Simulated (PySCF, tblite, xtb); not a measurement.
System: O2Zr, singlet: symmetric bend, bond length relaxed. Scanned: O-Zr-O angle. Other coordinates (Zr-O bond length) were minimised at PBE0/def2-TZVP.

Levels: GFN2-xTB, 300 K electronic temperature (tblite); RKS-B3LYP/3-21G = restricted B3LYP/3-21G (PySCF); GFN1-xTB (xtb); CCSD(T) on RHF/def2-TZVP, 2 core orbitals frozen, def2 effective core potentials past Kr (PySCF).

Energies relative to the lowest point of each profile, in eV; the last columns give the difference from CCSD(T):

| a / ° | GFN2-xTB | RKS-B3LYP/3-21G | GFN1-xTB | CCSD(T) | GFN2-xTB − CCSD(T) | RKS-B3LYP/3-21G − CCSD(T) | GFN1-xTB − CCSD(T) |
|---|---|---|---|---|---|---|---|
| 180 | 1.242 | 2.862 | 0.236 | 2.119 | -0.877 | 0.743 | -1.883 |
| 170 | 1.179 | 2.683 | 0.209 | 2.001 | -0.822 | 0.682 | -1.792 |
| 160 | 1.006 | 2.240 | 0.142 | 1.686 | -0.680 | 0.554 | -1.544 |
| 150 | 0.767 | 1.685 | 0.068 | 1.260 | -0.493 | 0.424 | -1.192 |
| 140 | 0.508 | 1.131 | 0.014 | 0.811 | -0.303 | 0.320 | -0.797 |
| 130 | 0.272 | 0.649 | 0.000 | 0.414 | -0.142 | 0.235 | -0.414 |
| 120 | 0.092 | 0.274 | 0.037 | 0.128 | -0.036 | 0.146 | -0.091 |
| 110 | 0.000 | 0.039 | 0.145 | 0.000 | 0.000 | 0.039 | 0.145 |
| 100 | 0.034 | 0.000 | 0.364 | 0.076 | -0.041 | -0.076 | 0.288 |
| 90 | 0.255 | 0.247 | 0.770 | 0.416 | -0.161 | -0.169 | 0.353 |
| 80 | 0.764 | 0.913 | 1.493 | 1.126 | -0.362 | -0.213 | 0.367 |

GFN2-xTB is furthest from CCSD(T) at 180 (-0.877 eV, below); its mean absolute difference over the points is 0.356 eV.

RKS-B3LYP/3-21G is furthest from CCSD(T) at 180 (0.743 eV, above); its mean absolute difference over the points is 0.327 eV.

GFN1-xTB is furthest from CCSD(T) at 180 (-1.883 eV, below); its mean absolute difference over the points is 0.806 eV.
